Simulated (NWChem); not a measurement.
System: VOCl$_{3}$; SMILES [O]=[V]([Cl])([Cl])[Cl]

Task: Give the equilibrium geometry at PBE0/def2-SVP (NWChem) as a Z-matrix, with the point group.

Result: point group C3v; any orientation.
```
V
O 1 1.5273
Cl 1 2.1278 2 107.89
Cl 1 2.1278 2 107.89 3 120.00
Cl 1 2.1278 2 107.89 3 -120.00
```
